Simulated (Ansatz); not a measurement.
Two structures of SiNH3SF2, singlet, reached by relaxing down either side of one saddle point (PBE0-D4/def2-TZVP). Energies are electronic, without zero-point energy. Ansatz 0.2.0; basis: def2-TZVPP and def2-QZVPP; cores frozen in the correlated methods. Extrapolation: Hartree–Fock as exp(−7.88 √X), correlation as X^−2.97. First:

```csv
atom,x (Å),y (Å),z (Å)
Si1,0.1528,0.0214,0.5964
S2,1.7485,1.1500,-0.1848
N3,-1.0250,-0.3034,-0.5589
H4,-1.3875,0.4125,-1.1645
F5,0.5829,-1.3875,1.1819
F6,-0.3230,0.8663,1.8529
H7,1.8899,0.3377,-1.2460
H8,-1.6385,-1.0971,-0.4769
```

Second:

Si1  (-0.304, -0.367, 0.694)
S2  (0.791, 1.146, -0.831)
N3  (-1.592, -0.765, -0.123)
H4  (0.706, 0.240, -1.819)
F5  (0.917, -1.376, 0.764)
F6  (-0.119, 0.544, 1.984)
H7  (2.117, 0.967, -0.662)
H8  (-2.517, -0.389, -0.008)
(Å)

Q: Which bonds change from the first to the second?

A: SiNH₃SF₂ ([NH2][Si]([F])([F])[SH]) → SiNHF₂ ([NH][Si]([F])[F]) + H₂S (still joined by a long Si–S bond); bonds formed: S2–H4; bonds broken: N3–H4; bonds weakened to dative contacts: Si1–S2.

Q: Give the saddle point's structure and its height above each. (An estimate is asked for; the value comes from the calculation.)

A: Computed: 67.78 kcal/mol above the first and 1.46 kcal/mol above the second (CCSD(T) at an estimated basis limit (MP2 extrapolated from triple and quadruple zeta, plus CCSD(T) − MP2 in triple zeta)).
```tsv
atom	x (Å)	y (Å)	z (Å)
Si1	-0.1992	-0.2235	0.7175
S2	1.0297	1.1869	-0.6872
N3	-1.3428	-0.4021	-0.3761
H4	0.0816	0.6287	-1.5034
F5	0.9404	-1.2815	1.0659
F6	-0.2730	0.6259	2.0586
H7	1.9996	0.3148	-1.0221
H8	-2.2363	-0.8493	-0.2531
```

No T1 diagnostic of these runs exceeds 0.014.

Labels in which every atom is bracketed show which atoms are joined, not bond orders.

For scale, one of the runs: CCSD(T)/def2-TZVPP, 219 basis functions (an equivalent command: `ansatz run in.yaml --threads 4`). Time: 92 s of wall clock on 4 CPU threads; the host was shared. Peak host memory: 3.3 GiB.
